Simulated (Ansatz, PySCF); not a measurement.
Reaction R1 → P1, each structure at its B3LYP-D3(BJ)/def2-TZVP stationary point, reached from a drawn start (curvature not checked).
R1, H2OTi (SMILES [OH][TiH]) (charge 0, multiplicity 3):
```xyz
4

Ti    -0.25652    -0.40517    -0.78458
O     -0.55170     0.03491     0.95226
H     -0.25726     0.46674     1.75556
H      1.06548    -0.09649    -1.92325
```
P1, H2OTi (SMILES [O]=[TiH2]) (charge 0, multiplicity 1):
```xyz
4

Ti     0.0000     0.0000    -0.0249
O      0.0000     0.0000     1.5739
H      1.5744     0.0000    -0.7745
H     -1.5744     0.0000    -0.7745
```

P less R. No zero-point or thermal terms; singlets are restricted closed shells; open shells are unrestricted; no spin–orbit coupling. The spin states of the d-block species are the ones drawn and need not be the lowest.

Frozen-core correlation throughout.

Codes used: Ansatz (an electronic-structure program); PySCF for the D3/D4 terms. All values are computed, each at the level named.

Predict the reaction energy from BHLYP-D4/def2-TZVPP.

98 kJ/mol

Estimate the reaction energy that CAM-B3LYP/def2-TZVPP returns for this input.

39 kJ/mol

What reaction energy does CCSD(T)/def2-TZVPP give?

-2 kJ/mol
